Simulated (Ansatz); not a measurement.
# Worked example: SbH2(CH3) + SiH(CH3)Cl → SbH(CH3) + SiH2(CH3)Cl

Species: SbH2(CH3), singlet; SiH(CH3)Cl, doublet; SbH(CH3), doublet; SiH2(CH3)Cl ((chlorosilyl)methane), singlet. A radical takes H: the energy is the difference in strength between the Sb–H bond broken and the Si–H bond made.

Shapes, held fixed at every level: PBE0-D4/def2-TZVP. Programs: Ansatz 0.2.0. The zero-point and thermal change to 298 K, harmonic and unscaled (PBE0-D4/def2-TZVP), is +3.1 kJ/mol.

At CCSD(T)/def2-TZVPP; 1 Eh = 2625.50 kJ/mol:

| species | energy (Eh) |
| --- | --- |
| SbH2(CH3) | -280.615213 |
| SiH(CH3)Cl | -789.224495 |
| SbH(CH3) | -280.003694 |
| SiH2(CH3)Cl | -789.878086 |

Task: Work out ΔH(298 K) of the reaction at this level.

Result: 
1. Products less reactants: (-280.003694) + (-789.878086) − [(-280.615213) + (-789.224495)] = -0.042072 Eh = -110.5 kJ/mol.
2. With the thermal change: -110.5 + (+3.1) = -107.4 kJ/mol.

Other levels give -118.1 (HF/def2-TZVPP) to -86.0 kJ/mol (SPW92/def2-TZVPP). No measured value is set beside it here. Open shells run unrestricted unless RO is named. For atoms past krypton def2 sets carry core potentials with scalar relativity. Correlated rows may include outer-core shells of Sb, which these sets cover unevenly.
